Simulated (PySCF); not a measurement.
Run record: excited-state job, `C#CC1=CC=COC1=O`.

Computed with TDDFT wB97X-D/def2-SVPD, vertical, gas phase, core orbitals frozen in the response (PySCF 2.14.0, density-fitted response routines). Geometry: GFN2-xTB. The input is one job of a driver script: a line of settings, then coordinates in Å.

Input:
```
{"job": {"kind": "uv", "xc": "wB97X-D", "basis": "def2-SVPD", "nstates": 8, "ntriplets": 3}, "charge": 0, "multiplicity": 1}
C      3.045887     0.940315    -0.144478
C      1.894837     0.599610    -0.109025
C      0.542045     0.202815    -0.071998
C      0.057570    -0.661361     0.864985
C     -1.313861    -1.021258     0.849272
C     -2.101790    -0.486936    -0.108349
O     -1.658434     0.359107    -1.037104
C     -0.339297     0.764247    -1.097321
O     -0.022460     1.529695    -1.968869
H      4.050046     1.241224    -0.180531
H      0.714728    -1.072271     1.617111
H     -1.715854    -1.701114     1.579779
H     -3.157806    -0.693588    -0.211201
```

Output:
```
coarse grid: 12256 points
cycle   1  E = -418.7928786480  dE =  2.173e+00  |g| = 9.639e-01  |ddm| = 1.483e+01
cycle   2  E = -418.5773210537  dE =  2.156e-01  |g| = 1.489e+00  |ddm| = 4.564e+00
cycle   3  E = -418.9910762987  dE = -4.138e-01  |g| = 1.553e-01  |ddm| = 2.998e+00
cycle   4  E = -418.9948273704  dE = -3.751e-03  |g| = 8.306e-02  |ddm| = 4.303e-01
cycle   5  E = -418.9960909848  dE = -1.264e-03  |g| = 1.577e-02  |ddm| = 2.557e-01
cycle   6  E = -418.9961605547  dE = -6.957e-05  |g| = 6.466e-03  |ddm| = 8.264e-02
cycle   7  E = -418.9961761131  dE = -1.556e-05  |g| = 2.100e-03  |ddm| = 3.007e-02
cycle   8  E = -418.9961791158  dE = -3.003e-06  |g| = 1.049e-03  |ddm| = 1.115e-02
final grid: 122360 points
cycle   9  E = -419.0711009325  dE = -9.028e-05  |g| = 3.761e-03  |ddm| = 2.445e-01
cycle  10  E = -419.0711033949  dE = -2.462e-06  |g| = 2.802e-03  |ddm| = 4.151e-02
cycle  11  E = -419.0711048474  dE = -1.453e-06  |g| = 7.763e-04  |ddm| = 6.823e-03
cycle  12  E = -419.0711049782  dE = -1.308e-07  |g| = 3.644e-04  |ddm| = 3.774e-03
cycle  13  E = -419.0711050134  dE = -3.526e-08  |g| = 1.058e-04  |ddm| = 1.298e-03
cycle  14  E = -419.0711050180  dE = -4.537e-09  |g| = 5.523e-05  |ddm| = 4.248e-04
cycle  15  E = -419.0711050196  dE = -1.655e-09  |g| = 2.161e-05  |ddm| = 2.536e-04
cycle  16  E = -419.0711050199  dE = -3.301e-10  |g| = 7.467e-06  |ddm| = 1.334e-04
converged SCF energy = -419.0711050199

Static polarisability (au): isotropic 89.948, principal 49.442 86.038 134.363

Singlet excitations
state   eV       nm        f      main configurations
  1   4.1764    296.9   0.27334   H->L 0.96
  2   4.9481    250.6   0.00013   H-1->L 0.66, H-2->L 0.22
  3   5.1327    241.6   0.00003   H-2->L 0.65, H-1->L 0.26
  4   5.7132    217.0   0.03988   H-3->L 0.58, H->L+1 0.32
  5   6.1260    202.4   0.13201   H->L+1 0.60, H-3->L 0.33
  6   6.2462    198.5   0.00013   H-2->L+1 0.46, H-1->L+1 0.21
  7   6.2713    197.7   0.00017   H->L+3 0.40, H->L+4 0.20
  8   6.7121    184.7   0.01449   H->L+2 0.87

Triplet excitations (Tamm-Dancoff, eV): 2.5796 4.5270 4.6045
```

The SCF starts on a coarse grid where the log names one; the energy can jump when the final grid takes over, and dE then counts from the start density on the new grid. H and L stand for HOMO and LUMO; the number after each pair is its weight.

Question: How does the lowest singlet excitation compare with the HOMO–LUMO gap?

Answer: HOMO -8.60 eV and LUMO -0.63 eV give a gap of 7.97 eV; S1 at 4.18 eV lies 3.79 eV below it.

Question: Give S1 in cm⁻¹ and kJ/mol.

Answer: 4.1764 eV × 8065.54 = 33685 cm⁻¹; × 96.485 = 403.0 kJ/mol.

In short: HOMO -8.60 eV, LUMO -0.63 eV; lowest singlet 4.18 eV; lowest triplet 2.58 eV (Tamm–Dancoff); mean polarisability 89.9 au.

On x86-64 server, one thread (shared host), this took 31 s wall.
Labels such as C1 count atoms from 1, the log's own numbers from 0.

Note: wB97X-D ran without an empirical dispersion term, which enters the total energy and its gradient alone.
